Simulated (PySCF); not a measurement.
Isomers of C4H7ClSSi, mass 149.973 u with the commonest isotopes. Level of theory: CAM-B3LYP/def2-SVPD in PySCF (dipole) on a GFN2-xTB geometry, gas phase. One conformer each, none proved a minimum here; rigid rotors.

Problem. Order these by radius of gyration √(Σ m r²/M), largest first.
A. `[CH2:1]=[C:2]([Cl:3])[SiH2:4][C@H:5]1[CH2:6][S:7]1` with C1–C2–Si4–C5 130°, C2–Si4–C5–C6 94°
B. `[CH3:1][Si:2]([CH3:3])([Cl:4])[CH:5]=[C:6]=[S:7]` with C1–Si2–C5–C6 -62°
C. `[CH3:1][C:2]#[C:3][Si@@H:4]([Cl:5])[S:6][CH3:7]` with C3–Si4–S6–C7 56°

Solution. B (2.368 Å), C (2.324 Å), A (2.286 Å).

Problem. Order these by rotational constant A, smallest first.
A. `[CH2:1]=[C:2]([Cl:3])[SiH2:4][C@H:5]1[CH2:6][S:7]1` with C1–C2–Si4–C5 130°, C2–Si4–C5–C6 94°
B. `[CH3:1][C:2]#[C:3][Si@@H:4]([Cl:5])[S:6][CH3:7]` with C3–Si4–S6–C7 56°
C. `[CH3:1][Si:2]([CH3:3])([Cl:4])[CH:5]=[C:6]=[S:7]` with C1–Si2–C5–C6 -62°

Solution. B (1453 MHz), C (2671 MHz), A (3081 MHz).

Problem. Order these by rotational constant B, largest first.
A. `[CH3:1][C:2]#[C:3][Si@@H:4]([Cl:5])[S:6][CH3:7]` with C3–Si4–S6–C7 56°
B. `[CH3:1][Si:2]([CH3:3])([Cl:4])[CH:5]=[C:6]=[S:7]` with C1–Si2–C5–C6 -62°
C. `[CH2:1]=[C:2]([Cl:3])[SiH2:4][C@H:5]1[CH2:6][S:7]1` with C1–C2–Si4–C5 130°, C2–Si4–C5–C6 94°

Solution. A (1031 MHz), C (790.0 MHz), B (688.2 MHz).

```
                SMILES  point group  Ia (u·Å²)  Ib (u·Å²)  Ic (u·Å²)      κ  μa (D)  μb (D)  μc (D)
     C[Si](C)(Cl)C=C=S           Cs     189.18     734.37     758.95  -0.98    0.13    0.96    0.00
     CC#C[Si@@H](Cl)SC           C1     347.83     490.18     782.01  -0.05    3.30    1.31    0.82
C=C(Cl)[SiH2][C@H]1CS1           C1     164.04     639.75     764.23  -0.89    1.40    0.53    0.59
```
